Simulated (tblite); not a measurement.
Start geometry of `C(F)(F)(F)[C@H](C1C=C1)[O]` [radical] from a force field or distance geometry (Å):
```
atom  x, y, z in Å
O1    -0.3254   -1.7833   -0.9626
C2    -0.3903   -0.7844   -0.0782
C3     0.7951    0.1307   -0.3713
C4     1.3849    0.9549    0.6408
C5     2.0742   -0.0735    0.2374
C6    -1.7256    0.0301   -0.1699
F7    -2.8211   -0.7141    0.1025
F8    -1.7208    1.0438    0.7591
F9    -1.9122    0.6193   -1.3715
H10   -0.3281   -1.0520    1.0043
H11    0.7704    0.5463   -1.3776
H12    1.2694    1.7777    1.2958
H13    2.9251   -0.6950    0.2734
```

Question: What comes out of this run: tblite, GFN2-xTB geometry optimisation, gas phase?

Answer: 
```
atom  x, y, z in Å
O1    -0.383   -1.835   -0.898
C2    -0.424   -0.846   -0.073
C3     0.782    0.167   -0.404
C4     1.374    0.951    0.697
C5     2.096   -0.043    0.232
C6    -1.694    0.052   -0.182
F7    -2.802   -0.639    0.089
F8    -1.642    1.059    0.713
F9    -1.849    0.613   -1.382
H10   -0.313   -1.110    1.002
H11    0.664    0.514   -1.423
H12    1.209    1.750    1.376
H13    2.978   -0.634    0.235
```

The energy falls by 0.284 eV over 38 L-BFGS steps, the largest force on an atom goes from 2.84 to 0.009 eV/Å, and the atoms move by 0.078 Å rms after alignment. The bond that changes most is C2–C3 (ends: carbon bonded to 2 C, O and H; carbon bonded to 3 C and H), which lengthens by 0.083 Å. Bonds longer at the end by more than 0.005 Å: 5 of 13; shorter: 6. Among the angles that change most is C4–C3–H11, from 116.3° to 125.1°. Rotational constants go from 2813, 1278, 1074 to 2805, 1305, 1090 MHz. The orientation of the end geometry is arbitrary; only internal coordinates are fixed.

Hardware: one thread of an AMD EPYC 9R45, no GPU (shared host). Cost: 0.14 s of wall time.

Its GFN2-xTB frequencies are all real (lowest 42 cm⁻¹). 2 starts were optimised and ended at 0.00 and 0.05 kcal/mol (GFN2-xTB); the lowest of these is shown.

One conformer stands for the species.

These are computed values.
